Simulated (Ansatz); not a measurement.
Calculated with Ansatz (gas phase, PBE0-D4/def2-TZVP geometries, no zero-point term in ΔE). CCSD(T)/CBS adds triple-zeta CCSD(T) − MP2 to the extrapolated MP2 energy (def2 sets, frozen cores). DFT in def2-TZVPP. B3LYP here is the variant with VWN-RPA as its local correlation; programs differ in this. Each species was taken in one conformer, which may not be the lowest.

Consider the redistribution: `CO[SiH2][SiH2]O` + `CO[SiH](C)F` → `C[SiH](F)O[SiH2]O` + `CO[SiH2]C`.

Q: Is it downhill or uphill in electronic energy at CCSD(T)/CBS, and by how much? (Estimate.)

A: Computed: Downhill: ΔE = -250.0 kJ/mol.

Q: What do these levels give: B3LYP-D4, ωB97X-V, B2PLYP, PBE, r2SCAN, PBE0, MP2/def2-TZVPP, SCS-MP2/def2-TZVPP, CCSD(T)/def2-TZVPP, HF/def2-QZVPP, SCS-MP2/def2-QZVPP, HF/CBS(def2)? (An estimate is asked.)

A: Computed: B3LYP-D4 -240.3, ωB97X-V -239.1, B2PLYP -246.4, PBE -216.7, r2SCAN -243.6, PBE0 -228.7, MP2/def2-TZVPP -261.0, SCS-MP2/def2-TZVPP -255.1, CCSD(T)/def2-TZVPP -247.4, HF/def2-QZVPP -257.2, SCS-MP2/def2-QZVPP -257.4, HF/CBS(def2) -257.5 kJ/mol.

Largest T1 diagnostic among the species: 0.012.

The D4 term adds −4.4 kJ/mol with B3LYP and −2.6 kJ/mol with PBE0; it sums over pairs of atoms, weighted by their polarisabilities, and B3LYP, whose exchange is more repulsive, gets the larger term. From PBE to PBE0 (25 % exact exchange), in def2-TZVPP and without D4, ΔE moves by −12.0 kJ/mol.
